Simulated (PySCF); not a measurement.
FS (SMILES F[S]), doublet, geometry from GFN2-xTB, atoms displaced at random by about 0.08 Å a coordinate; TPSS/cc-pVDZ, gradient by finite differences in PySCF.

The PySCF input:
```python
from pyscf import gto, scf, dft

mol = gto.Mole()
mol.atom = '''
    S     0.00370730   -0.07355638   -0.68372528
    F     0.03237385   -0.05403838    0.88866688
'''
mol.basis = 'cc-pvdz'
mol.spin = 1
mol.verbose = 4
mol.build()

mf = dft.UKS(mol)
mf.xc = 'tpss'
mf.conv_tol = 1e-11
mf.kernel()
scan, done = mf.as_scanner(), []
scan.scf_summary = {}
def energy(d):
    c = mol.atom_coords()
    c[0, 0] += d
    e = scan(mol.set_geom_(c, unit='Bohr', inplace=False))
    done.append(scan.converged)
    return e
h = 1e-3
fd = (energy(h) - energy(-h)) / (2 * h)
print('dE/dx =', fd)
```

What the program printed (banner, timings and long lists left out):

```
PySCF version 2.14.0

[INPUT] verbose = 4
[INPUT] num. atoms = 2
[INPUT] num. electrons = 25
[INPUT] charge = 0
[INPUT] spin (= nelec alpha-beta = 2S) = 1
[INPUT] symmetry False subgroup None
[INPUT] Mole.unit = angstrom
[INPUT] Symbol           X                Y                Z      unit          X                Y                Z       unit  Magmom
[...]
nuclear repulsion = 48.4503756170215
number of shells = 10
number of NR pGTOs = 67
number of NR cGTOs = 32
basis = cc-pvdz
ecp = {}

******** <class 'pyscf.dft.uks.UKS'> ********
method = UKS
initial guess = minao
damping factor = 0
level_shift factor = 0
DIIS = <class 'pyscf.scf.diis.CDIIS'>
diis_start_cycle = 1
diis_space = 8
diis_damp = 0
SCF conv_tol = 1e-11
SCF conv_tol_grad = None
SCF max_cycles = 50
direct_scf = True
direct_scf_tol = 1e-13
number electrons alpha = 13  beta = 12
XC library pyscf.dft.libxc version 7.1.2
    S. Lehtola, C. Steigemann, M. J. T. Oliveira, and M. A. L. Marques,  SoftwareX 7, 1–5 (2018)
XC functionals = tpss
    J. Tao, J. P. Perdew, V. N. Staroverov, and G. E. Scuseria,  Phys. Rev. Lett. 91, 146401 (2003)
    J. P. Perdew, J. Tao, V. N. Staroverov, and G. E. Scuseria,  J. Chem. Phys. 120, 6898 (2004)
    J. Tao, J. P. Perdew, V. N. Staroverov, and G. E. Scuseria,  Phys. Rev. Lett. 91, 146401 (2003)
    J. P. Perdew, J. Tao, V. N. Staroverov, and G. E. Scuseria,  J. Chem. Phys. 120, 6898 (2004)
radial grids:
    Treutler-Ahlrichs [JCP 102, 346 (1995); DOI:10.1063/1.469408] (M4) radial grids

becke partition: Becke, JCP 88, 2547 (1988); DOI:10.1063/1.454033
pruning grids: <function nwchem_prune>
grids dens level: 3
symmetrized grids: False
atomic radii adjust function: <function treutler_atomic_radii_adjust>
small_rho_cutoff = 0
Set gradient conv threshold to 3.16228e-06
tot grids = 33144
init E= -498.173451147223

cycle= 1 E= -497.952814616567  delta_E= 0.221  |g|= 0.31  |ddm|= 1.07
cycle= 2 E= -497.728278757894  delta_E= 0.225  |g|= 0.828  |ddm|=  0.6
cycle= 3 E= -497.983770047229  delta_E= -0.255  |g|= 0.0572  |ddm|= 0.492
cycle= 4 E= -497.985397830566  delta_E= -0.00163  |g|= 0.0144  |ddm|= 0.061
cycle= 5 E= -497.985529970108  delta_E= -0.000132  |g|= 0.002  |ddm|= 0.0139
cycle= 6 E= -497.985532749531  delta_E= -2.78e-06  |g|= 0.000682  |ddm|= 0.00294
cycle= 7 E= -497.985533019105  delta_E= -2.7e-07  |g|= 0.000151  |ddm|= 0.000854
cycle= 8 E= -497.985533030068  delta_E= -1.1e-08  |g|= 4.05e-05  |ddm|= 0.000138
[...]
converged SCF energy = -497.985533031126  <S^2> = 0.75265225  2S+1 = 2.0026505
[...]
converged SCF energy = -497.985531963152  <S^2> = 0.75265225  2S+1 = 2.0026505

WARN: Mole.unit (angstrom) is changed to Bohr

New geometry
   1 S      0.003178122789  -0.073556380000  -0.683725280000 AA    0.006005781662  -0.139001412914  -1.292053523642 Bohr
   2 F      0.032373850000  -0.054038380000   0.888666880000 AA    0.061177710098  -0.102117738415   1.679337019172 Bohr

******** <class 'pyscf.scf.hf.UKS_Scanner'> ********
method = UKS_Scanner
initial guess = minao
damping factor = 0
level_shift factor = 0
DIIS = <class 'pyscf.scf.diis.CDIIS'>
diis_start_cycle = 1
diis_space = 8
diis_damp = 0
SCF conv_tol = 1e-11
SCF conv_tol_grad = None
SCF max_cycles = 50
direct_scf = True
direct_scf_tol = 1e-13
number electrons alpha = 13  beta = 12
XC library pyscf.dft.libxc version 7.1.2
    S. Lehtola, C. Steigemann, M. J. T. Oliveira, and M. A. L. Marques,  SoftwareX 7, 1–5 (2018)
XC functionals = tpss
    J. Tao, J. P. Perdew, V. N. Staroverov, and G. E. Scuseria,  Phys. Rev. Lett. 91, 146401 (2003)
    J. P. Perdew, J. Tao, V. N. Staroverov, and G. E. Scuseria,  J. Chem. Phys. 120, 6898 (2004)
    J. Tao, J. P. Perdew, V. N. Staroverov, and G. E. Scuseria,  Phys. Rev. Lett. 91, 146401 (2003)
    J. P. Perdew, J. Tao, V. N. Staroverov, and G. E. Scuseria,  J. Chem. Phys. 120, 6898 (2004)
radial grids:
    Treutler-Ahlrichs [JCP 102, 346 (1995); DOI:10.1063/1.469408] (M4) radial grids

becke partition: Becke, JCP 88, 2547 (1988); DOI:10.1063/1.454033
pruning grids: <function nwchem_prune>
grids dens level: 3
symmetrized grids: False
atomic radii adjust function: <function treutler_atomic_radii_adjust>
small_rho_cutoff = 0
Set gradient conv threshold to 3.16228e-06
tot grids = 33144
init E= -497.985523450264
cycle= 1 E= -497.985534113928  delta_E= -1.07e-05  |g|= 6.79e-05  |ddm|= 0.000923
cycle= 2 E= -497.985534117348  delta_E= -3.42e-09  |g|= 4.57e-05  |ddm|= 0.00016
cycle= 3 E= -497.985534118448  delta_E= -1.1e-09  |g|= 3.15e-05  |ddm|= 6.81e-05
cycle= 4 E= -497.985534118756  delta_E= -3.07e-10  |g|= 1.49e-05  |ddm|= 2.58e-05
cycle= 5 E= -497.985534118854  delta_E= -9.82e-11  |g|= 1.16e-06  |ddm|= 1.1e-05
cycle= 6 E= -497.985534118855  delta_E= -1.02e-12  |g|= 5.18e-07  |ddm|= 2.71e-06
Extra cycle  E= -497.985534118856  delta_E= -5.68e-13  |g|= 4.51e-07  |ddm|= 1.4e-06
converged SCF energy = -497.985534118856  <S^2> = 0.75265225  2S+1 = 2.0026505
dE/dx = 0.0010778516355003376
```
